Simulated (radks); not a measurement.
Ionisation of the rhodium ion Rh+, [Kr] 4d8, to [Kr] 4d7 as the strength of local exchange is varied. Calculated with a radial shooting solver on a logarithmic mesh with Libxc functionals: scalar-relativistic Kohn-Sham, Slater X-alpha exchange (alpha = 2/3 is LDA exchange), no correlation, spin-polarised, spherical densities, point nucleus; open shells are filled with parallel spins first (spin-orbit coupling, left out, can overturn this in heavy ions).

alpha  E(Rh+) (hartree)  exchange (hartree)  IE (eV)  -e of the level emptied (eV)  <r> of it (bohr)
0.637       -4769.28803          -123.51967   16.853                   11.347 (4d)             1.590
0.667       -4775.11954          -129.49718   17.264                   11.708 (4d)             1.577
0.707       -4782.90613          -137.48951   17.824                   12.203 (4d)             1.560
0.747       -4790.70555          -145.50734   18.398                   12.713 (4d)             1.544
0.785       -4798.12689          -153.14786   18.954                   13.210 (4d)             1.529
0.832       -4807.32192          -162.62974   19.659                   13.842 (4d)             1.511
0.91        -4822.62078          -178.44297   20.869                   14.936 (4d)             1.483
0.922       -4824.97878          -180.88433   21.060                   15.109 (4d)             1.478

NIST Atomic Spectra Database: 18.080 eV (semi-empirical). The Delta-SCF value meets it near alpha = 0.72. Open shells are spherical and high-spin; term and fine-structure splittings are not resolved.
